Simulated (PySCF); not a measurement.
B₂Cl₃, charge +1, multiplicity 1. Atoms are numbered in the order given.

```xyz
5

Cl     0.0000     0.0000    -2.6771
B      0.0000     0.0000    -1.0492
B      0.0000     0.0000     0.6439
Cl     0.0000    -1.5480     1.3981
Cl     0.0000     1.5480     1.3981
```
Charge +1, spin multiplicity 1.

Coordinates come from a PBE-D3(BJ)/def2-SVP optimisation. The spin state was assumed, not searched. The isomer is the one that the SMILES or the coordinates give; other isomers of the formula were not compared. Other conformers were not sampled.

Computed with HF/pcSseg-1 run with PySCF.

GIAO shieldings, no solvent; atoms alike by connectivity are averaged. δ = σ(ref) − σ: ³⁵Cl against HCl (σ = 958.2 ppm); ¹¹B against BF3 (σ = 102.7 ppm), references at their B3LYP-D3(BJ)/def2-TZVP geometries, non-relativistic (without spin–orbit terms, shifts of atoms bonded to Cl or Br come out too high).

| nucleus | atoms | count | δ (ppm) |
|---|---|---|---|
| ³⁵Cl | Cl4, Cl5 | 2 | 335.3 |
| ³⁵Cl | Cl1 | 1 | 312.9 |
| ¹¹B | B2 | 1 | 54.8 |
| ¹¹B | B3 | 1 | 42.8 |
